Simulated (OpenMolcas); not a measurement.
# Ni2+: moving or changing the point charges

Ni2+ among 5 point charges of -1 e arranged as a trigonal bipyramid (D3h), 1.78 Å from the ion, with the axial distance 2.083 Å.
```
   1.7800    0.0000    0.0000  -1.00
  -0.8900    1.5415    0.0000  -1.00
  -0.8900   -1.5415    0.0000  -1.00
   0.0000    0.0000    2.0826  -1.00
   0.0000    0.0000   -2.0826  -1.00
```

```
Program             : OpenMolcas
Method              : CASSCF
Basis               : ANO-RCC-VDZP [5s4p2d1f]
Scalar Hamiltonian  : DKH2, point nucleus
Active space        : 8 electrons in 5 orbitals (3d)
State averaging     : 2S+1 = 3 even, 10 roots; 2S+1 = 1 even, 15 roots
Spin-orbit coupling : state interaction with AMFI integrals over the reference wave functions
```

Runs around this geometry, states (labels of D3, the rotations of D3h). Energies in cm-1 above the lowest state or level, χT in cm3 K/mol.

| R (Å) | q (e) | Axial / equatorial distance | Ground state | First state of that spin | First gap with spin-orbit (degeneracies) | χT at 300 K | First state of another spin |
| --- | --- | --- | --- | --- | --- | --- | --- |
| 1.78 | -1 | 1.08 | 3E | 3E 1909 | 0.1 (1, 1) | 2.821 | 1A1 16728 |
| 1.78 | -0.5 | 1.17 | 3E | 3E 961.6 | 0.1 (1, 1) | 3.305 | 1A1 16254 |
| 1.69 | -1 | 1.17 | 3E | 3E 2256 | 0.2 (1, 1) | 2.773 | 1A1 16628 |
| 1.78 | -1 | 1.17 | 3E | 3E 1847 | 0.2 (1, 1) | 2.883 | 1A1 16514 |
| 1.88 | -1 | 1.17 | 3E | 3E 1488 | 0.1 (1, 1) | 3.016 | 1A1 16404 |

Taking the first state of the same spin as R^-n, n = -ln(1488 / 2256) / ln(1.88 / 1.69) = 3.9 between the shortest and longest distance.

Scaling the charges by -0.5 / -1 = 0.50 scales the first state of the same spin by 961.6 / 1847 = 0.52; with fixed orbitals a first-order splitting would follow the charge.

An orbital doublet at a regular site is open to a Jahn-Teller distortion, which this geometry leaves out. Without dynamic correlation the repulsion within the d shell is too large (B by tens of per cent), so at a given field states of lower spin stand too high. The ground term spreads over less than 5000 cm-1, several times less than with real ligands, so orbital moments are less quenched and χT lies further from the spin-only value than at real sites. Point charges carry no covalency, so the field is a model and not that of real ligands. No measured value stands beside these numbers.
